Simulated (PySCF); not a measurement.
methylsilylboronic acid (CH7BO2Si), SMILES C[SiH2]B(O)O.

Geometry: r2SCAN-D4/def2-SVP. Other conformers were not sampled.

Two levels are set side by side: TDDFT-PBE/def2-SVPD (PySCF) and TDDFT-ωB97X/def2-SVPD (PySCF). Vertical, same geometry. The lowest singlet is HOMO→LUMO 70 %, HOMO→LUMO+1 25 % with PBE and HOMO→LUMO+1 78 %, HOMO→LUMO+2 16 % with the other functional; states are paired by order. Differences are taken from unrounded values.

| quantity | TDDFT-ωB97X |
|---|---|
| lowest singlet excitation (eV) | 6.82 |
| lowest triplet excitation (TDA) (eV) | 5.70 |
| first bright state (f over 0.05) (eV) | 7.92 |
| its oscillator strength | 0.06 |

Task: What does TDDFT-PBE give, and how far is it from TDDFT-ωB97X? (An estimate is asked for; the answer gives what the named calculation found.)

Result: 
```csv
quantity,TDDFT-PBE,TDDFT-PBE minus TDDFT-ωB97X
lowest singlet excitation (eV),6.19,-0.63
lowest triplet excitation (TDA) (eV),5.18,-0.52
first bright state (f over 0.05) (eV),6.24,-1.68
its oscillator strength,0.05,-0.01
```

A lower first singlet is the usual sign of a functional without exact exchange. Differences between two approximate levels are no errors against the true value.

Rough cost on one machine, each run with all the roots and properties that it gave: TDDFT-ωB97X against TDDFT-PBE about 10 times.
